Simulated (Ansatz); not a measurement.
This geometry of C₃H₉NSe (14 atoms, charge 0, multiplicity 1) is a first-order saddle point.

The calculation used Ansatz, RKS B3LYP/def2-SVP.

```xyz
14
Properties=species:S:1:pos:R:3
C -1.731 1.012 0.267
C -0.233 1.285 0.343
Se 0.772 0.087 1.544
C 0.942 -1.448 0.224
N 1.485 -1.106 -1.031
H -2.210 1.109 1.253
H -2.222 1.722 -0.423
H -1.940 -0.004 -0.104
H -0.027 2.304 0.704
H 0.256 1.177 -0.639
H 1.541 -2.178 0.797
H -0.063 -1.872 0.095
H 2.470 -0.908 -1.126
H 0.946 -1.208 -1.876
```

(1) Which two structures does it join? (They come from a converged band through this point; their orientation in space is the band's.)

(2) How far does it lie above each of them?

## Answers

(1) No bond is made or broken. The height of N5 over the plane of its neighbours goes from 0.36 to -0.35 Å.

Initial state:

```xyz
14
Properties=species:S:1:pos:R:3
C -1.778 1.057 0.356
C -0.274 1.296 0.312
Se 0.791 0.071 1.440
C 0.903 -1.417 0.138
N 1.510 -1.002 -1.104
H -2.179 1.178 1.374
H -2.302 1.773 -0.303
H -2.039 0.043 0.014
H -0.015 2.307 0.663
H 0.138 1.173 -0.701
H 1.430 -2.210 0.705
H -0.118 -1.779 -0.061
H 2.502 -0.799 -0.982
H 1.417 -1.721 -1.822
```

Final state:

```xyz
14
Properties=species:S:1:pos:R:3
C -1.730 0.991 0.298
C -0.235 1.286 0.259
Se 0.874 0.121 1.408
C 0.910 -1.497 0.194
N 1.551 -1.369 -1.076
H -2.129 1.093 1.319
H -2.282 1.688 -0.356
H -1.954 -0.032 -0.044
H -0.019 2.308 0.607
H 0.172 1.211 -0.762
H 1.421 -2.247 0.816
H -0.131 -1.824 0.062
H 2.499 -1.004 -0.988
H 1.039 -0.756 -1.709
```

(2) 0.087 eV above the first and 0.156 eV above the second. This is the barrier of this one path; another mechanism may lie lower.

Run time: 4 min on 2 threads of Arm Neoverse V1, with other jobs on the host, peak memory 0.4 GiB.
